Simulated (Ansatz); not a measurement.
Calculated with Ansatz (gas phase, PBE0-D4/def2-TZVP geometries, no zero-point term in ΔE). CCSD(T)/CBS adds triple-zeta CCSD(T) − MP2 to the extrapolated MP2 energy (def2 sets, frozen cores). DFT in def2-TZVPP. For Br outer-core shells are correlated without core-valence functions, which leaves a few kJ/mol of doubt a bond. Scalar relativity is left out up to krypton. Each species was taken in one conformer, which may not be the lowest.

Consider the redistribution: `N[Si](O)(Cl)Br` + `C[SiH2]N[SiH3]` → `C[Si](N)(O)Cl` + `[SiH3]N[SiH2]Br`.

`N[Si](O)(Cl)Br`:

Cartesian coordinates in Å:
```
N 0.113 -0.558 -1.099
Si -0.231 0.100 0.423
O 1.034 0.938 1.005
Cl -1.887 1.267 0.158
Br -0.662 -1.365 2.017
H -0.645 -0.777 -1.725
H 0.876 -1.210 -1.197
H 1.402 1.604 0.418
```

`C[SiH2]N[SiH3]`:

Cartesian coordinates in Å:
```
C 1.925 0.981 0.363
Si 0.373 0.135 0.960
N -0.922 0.226 -0.183
Si -1.682 -1.059 -1.045
H 2.716 0.909 1.114
H 2.286 0.524 -0.562
H 1.743 2.041 0.169
H -0.036 0.761 2.251
H 0.626 -1.312 1.187
H -1.332 1.140 -0.315
H -0.739 -2.205 -1.088
H -2.004 -0.619 -2.430
H -2.954 -1.522 -0.422
```

`C[Si](N)(O)Cl`:

```xyz
11

C    -1.176   -0.790   -0.484
Si    0.340    0.204   -0.124
N     0.644    0.218    1.543
O     0.255    1.772   -0.585
Cl    1.880   -0.625   -1.265
H    -1.068   -1.814   -0.118
H    -1.357   -0.839   -1.560
H    -2.045   -0.338   -0.002
H     1.335    0.840    1.929
H     0.540   -0.616    2.096
H     0.653    1.989   -1.429
```

`[SiH3]N[SiH2]Br`:

Z-matrix (Å, degrees):
```
Si
N 1 1.735
H 1 1.483 2 106.5
H 1 1.487 2 112.3 3 119.9
H 1 1.486 2 110.3 3 -119.6
Si 2 1.708 1 127.2 3 -15.1
H 2 1.011 1 116.1 3 179.1
Br 6 2.235 2 113.3 1 -82.8
H 6 1.479 2 109.7 1 159.3
H 6 1.477 2 109.0 1 35.1
```

```tsv
level	ΔE (kJ/mol)
revPBE-D4	-17.6
revPBE	-20.7
BLYP	-22.4
MP2/def2-SVP	-19.3
```

(1) What does CCSD(T)/CBS give? (An estimate is asked.)

Largest T1 diagnostic among the species: 0.010.

## Answers

(1) Ansatz gave: -20.7 kJ/mol. The listed levels differ from it by 3.1, 0.0, -1.7, 1.4 kJ/mol.

Leaving LDA and LC-ωPBE aside and taking each functional with its dispersion term where it has one, the values, not all of them listed here, spread over 4.6 kJ/mol, from B2PLYP to B97M-V. In def2-TZVPP, CCSD(T) changes the Hartree–Fock value by +3.6 kJ/mol (the triples alone add +0.5 kJ/mol) and MP2 by +4.4 kJ/mol.
